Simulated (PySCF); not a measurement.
Scan of H4Sn, singlet: flattening of a tetrahedron along the D2d path, bond length relaxed. Scanned: the two opposite H-Sn-H angles (109.47 = tetrahedral, 180 = square planar). Other coordinates (Sn-H bond length) were minimised at PBE0/def2-TZVP.

The free coordinates were minimised at PBE0/def2-TZVP in PySCF; the energy column is CCSD(T) on RHF/def2-TZVP, 4 core orbitals frozen, def2 effective core potentials past Kr (PySCF), in kJ/mol.

| a / ° | Sn-H bond length / Å | E |
|---|---|---|
| 90 | 1.708 | 36.9 |
| 95 | 1.706 | 20.0 |
| 100 | 1.705 | 8.4 |
| 105 | 1.704 | 1.8 |
| 109.47 | 1.704 | 0.0 |
| 115 | 1.704 | 2.7 |
| 120 | 1.705 | 9.9 |
| 130 | 1.709 | 36.7 |
| 140 | 1.715 | 79.6 |
| 150 | 1.726 | 137.3 |
| 160 | 1.742 | 207.5 |
| 170 | 1.767 | 284.4 |
| 180 | 1.795 | — |

Dashes: no converged value, or the column stops at the first point that the program doubted or that broke a chosen test of continuity, which isn't proof of a fault.
